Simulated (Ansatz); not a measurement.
Species: C₂H₅I₃Sn, SMILES `C[CH2][Sn]([I])([I])[I]` (C–C–Sn–I torsion 59°) (charge 0, multiplicity 1).

Question: Give a relaxed geometry from PBE-D3(BJ)/def2-SVP run with Ansatz (a first-principles code).

Answer: One answer among several that fit: the end point of this relaxation, one of several conformers (outside a Z-matrix the atoms follow the SMILES, hydrogens last).
Bond lengths (Å): C1–C2 1.522, C1–H7 1.109, C1–H8 1.111, C1–H9 1.109, C2–Sn3 2.189, C2–H10 1.109, C2–H11 1.109, Sn3–I4 2.726, Sn3–I5 2.722, Sn3–I6 2.726. Angles (°): C2–C1–H7 111.9, C2–C1–H8 110.2, C2–C1–H9 111.9, H7–C1–H8 107.3, H7–C1–H9 107.9, H8–C1–H9 107.3, C1–C2–Sn3 111.9, C1–C2–H10 113.5, C1–C2–H11 113.5, Sn3–C2–H10 104.3, Sn3–C2–H11 104.3, H10–C2–H11 108.6, C2–Sn3–I4 109.2, C2–Sn3–I5 111.8, C2–Sn3–I6 109.3, I4–Sn3–I5 109.1, I4–Sn3–I6 108.3, I5–Sn3–I6 109.1.
